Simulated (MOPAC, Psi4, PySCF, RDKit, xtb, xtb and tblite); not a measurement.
Two geometries of C3H9FSi, SMILES CCC[SiH2]F, singlet, relaxed at GFN2-xTB with one dihedral held; other torsions can differ between them too.

Structure A

```
14

C      1.6038     0.4527    -0.5078
C      0.8881    -0.4153     0.5183
C     -0.5559     0.0345     0.7418
Si    -1.6806    -0.1466    -0.7787
F     -3.1098    -0.6766    -0.2452
H      2.6365     0.1328    -0.6281
H      1.1075     0.3899    -1.4739
H      1.6026     1.4937    -0.1912
H      1.4323    -0.3679     1.4657
H      0.9003    -1.4552     0.1851
H     -0.5475     1.0701     1.0890
H     -0.9818    -0.5570     1.5566
H     -1.2485    -1.2013    -1.6865
H     -1.9759     1.1139    -1.4460
```

Structure B

```
14

C      1.6238     0.4084    -0.5038
C      0.8802    -0.4049     0.5467
C     -0.5640     0.0650     0.7389
Si    -1.6817    -0.1692    -0.7790
F     -1.3153    -1.5941    -1.4418
H      2.6627     0.0916    -0.5650
H      1.1680     0.2759    -1.4824
H      1.6020     1.4674    -0.2532
H      1.4108    -0.3268     1.5003
H      0.8811    -1.4571     0.2551
H     -0.5582     1.1158     1.0352
H     -0.9925    -0.4843     1.5812
H     -1.4492     0.7919    -1.8484
H     -3.0853    -0.2851    -0.4082
```

Which is lower in energy at the level wB97X-D/def2-TZVP // GFN2-xTB in Psi4 1.11, and by how much?

B is lower, by 0.71 kcal/mol (dihedral C2–C3–Si4–F5: 140° in A, 40° in B).

E(B) − E(A) in kcal/mol at the other levels, on the same two geometries: GFN2-xTB (xtb and tblite) 0.26; MMFF94 // GFN2-xTB (RDKit) -1.12; PBE/def2-TZVP // GFN2-xTB (Psi4) -0.56; PBE-D3(BJ)/def2-TZVP // GFN2-xTB (Psi4) -0.63; UFF // GFN2-xTB (RDKit) -0.93; PM3, restricted, heats of formation // GFN2-xTB (MOPAC) 0.30; PM7, restricted, heats of formation // GFN2-xTB (MOPAC) -0.37; GFN1-xTB // GFN2-xTB (xtb) -0.32; restricted B3LYP/6-31G*, spherical d, density fitting // GFN2-xTB (PySCF) -0.73; restricted BP86/6-31G*, spherical d, density fitting // GFN2-xTB (PySCF) -0.61; restricted Hartree-Fock/3-21G // GFN2-xTB (PySCF) -0.85; restricted MP2 (frozen core)/6-31G*, spherical d // GFN2-xTB (PySCF) -0.88.
